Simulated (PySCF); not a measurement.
Radiative rates from a computed spectrum

Compound: C3H7FSSi.
SMILES: `CSC([SiH2]F)=C`

Method: PySCF 2.14.0, density-fitted response routines, TDDFT B3LYP/def2-SVPD, vertical, gas phase, core orbitals frozen in the response. Geometry: GFN2-xTB, one conformer, isolated molecule. Torsions of this conformer, `[CH2:1]=[C:2]([SiH2:3][F:4])[S:5][CH3:6]`: C1–C2–Si3–F4 0°, C1–C2–S5–C6 -1°.

For one non-degenerate pair of states in vacuum, A = 0.6670 f ν̃² s⁻¹ with ν̃ in cm⁻¹, τ = 1/A, |μ|² = 3f / (2ΔE) in atomic units, and the integrated cross-section is ∫σ dE = 109.76 f Mb·eV.

These lifetimes count emission to the ground state at the vertical energy alone; relaxation of the geometry and all other decay channels are left out.

Energies and rates of the computed singlets with f of 0.002 or more:

```tsv
state	ν̃ (cm⁻¹)	A (s⁻¹)
S2	42300	1.88×10⁸
S3	45650	7.21×10⁶
S5	51280	1.35×10⁷
S7	55360	3.23×10⁷
S8	55900	6.09×10⁶
```

Q: Go back from the rates to the oscillator strengths and transition dipoles.

A: f = A / (0.6670 ν̃²), and |μ| follows from f:

| state | f | \|μ\| (D) | τ | main configurations (H = HOMO, L = LUMO) |
| --- | --- | --- | --- | --- |
| S2 | 0.158 | 2.82 | 5.3 ns | H→L+1 (68%), H→L (27%) |
| S3 | 0.0052 | 0.49 | 140 ns | H→L+2 (98%) |
| S5 | 0.0077 | 0.57 | 74 ns | H→L+4 (74%), H→L+5 (14%), H→L+3 (8%) |
| S7 | 0.016 | 0.78 | 31 ns | H→L+6 (56%), H→L+8 (29%) |
| S8 | 0.0029 | 0.33 | 160 ns | H-2→L+1 (41%), H-2→L (21%), H→L+8 (18%) |

Q: Which computed singlets stay under f = 0.002?

A: S1 (4.63 eV, f 0.0016), S4 (5.99 eV, f 0.0003) and S6 (6.58 eV, f 0.0005).

Q: What is the integrated cross-section of all computed states together?

A: Σf = 0.192 over S1 to S8, so 109.76 × Σf ≈ 21.1 Mb·eV.

Q: Suppose S2 emitted 0.3 eV lower with the same transition dipole. How would A change?

A: At fixed |μ|, A goes as the cube of the energy: (4.94/5.24)³ = 0.84, which makes τ about 6.3 ns.

The run took 48 s of wall time on Arm Neoverse N1, one thread, no GPU (shared host), and the process peaked at 0.72 GiB of memory.
